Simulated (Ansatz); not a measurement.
Program: Ansatz. Geometries: PBE0-D4/def2-TZVP. ΔE: electronic, gas phase. CCSD(T)/CBS adds triple-zeta CCSD(T) − MP2 to the extrapolated MP2 energy (def2 sets, frozen cores). For Ge, Se outer-core shells are correlated without core-valence functions, which leaves a few kJ/mol of doubt a bond. Scalar relativity is left out up to krypton. Each species was taken in one conformer, which may not be the lowest.

Consider the cleavage of the Si–Ge bond: `C[BH][GeH2][SiH3]` + `O[SiH2][SeH]` → `O[SiH2][Se][SiH3]` + `C[BH][GeH3]`.

`C[BH][GeH2][SiH3]`:

```xyz
13

C     0.420   -0.499   -2.172
B     0.773   -0.847   -0.704
Ge   -0.586   -0.703    0.830
Si   -0.312    1.458    1.812
H     0.259   -1.485   -2.643
H    -0.497    0.071   -2.327
H     1.244   -0.048   -2.731
H     1.884   -1.209   -0.436
H    -0.387   -1.739    1.954
H    -2.053   -0.792    0.358
H    -0.528    2.515    0.787
H     1.065    1.610    2.354
H    -1.284    1.668    2.918
```

`O[SiH2][SeH]`:

```xyz
7

O    -1.152    0.749   -0.879
Si    0.297    0.088   -0.482
Se    0.782    0.234    1.743
H    -1.907    0.532   -0.329
H     0.364   -1.351   -0.837
H     1.303    0.882   -1.216
H     0.314   -1.133    2.000
```

`O[SiH2][Se][SiH3]`:

Z-matrix (Å, degrees):
```
Si
Se 1 2.280
O 1 1.640 2 112.7
H 1 1.488 2 106.8 3 -122.9
H 1 1.477 2 108.8 3 116.7
Si 2 2.278 1 93.9 3 100.1
H 3 0.959 1 117.7 2 -48.4
H 6 1.486 2 110.6 1 -51.1
H 6 1.483 2 111.3 1 70.0
H 6 1.483 2 106.5 1 -170.1
```

`C[BH][GeH3]`:

```xyz
10

C     0.319    1.281    0.900
B    -0.605    0.153    0.379
Ge    0.006   -1.291   -0.966
H     0.064    1.657    1.894
H     0.103    2.115    0.207
H     1.392    1.097    0.825
H    -1.753    0.129    0.725
H    -0.018   -2.674   -0.280
H     1.435   -1.076   -1.504
H    -0.942   -1.390   -2.179
```

| species | CCSD(T)/CBS(def2) energy (Eh) |
| --- | --- |
| `C[BH][GeH2][SiH3]` | -2433.43289 |
| `O[SiH2][SeH]` | -2767.43299 |
| `O[SiH2][Se][SiH3]` | -3057.73876 |
| `C[BH][GeH3]` | -2143.14307 |

Task: Work out ΔE.

Result: ΔE = (-3057.73876) + (-2143.14307) − (-2433.43289) − (-2767.43299) = -0.01595 Eh = -41.9 kJ/mol.

Largest T1 diagnostic among the species: 0.012.

The D4 term adds −3.3 kJ/mol with B3LYP and −1.5 kJ/mol with PBE0; it sums over pairs of atoms, weighted by their polarisabilities, and B3LYP, whose exchange is more repulsive, gets the larger term. From PBE to PBE0 (25 % exact exchange), in def2-TZVPP and without D4, ΔE moves by −4.8 kJ/mol. In def2-TZVPP, CCSD(T) changes the Hartree–Fock value by +10.0 kJ/mol (the triples alone add +0.3 kJ/mol) and MP2 by +3.3 kJ/mol.

B3LYP here is the variant with VWN-RPA as its local correlation; programs differ in this.
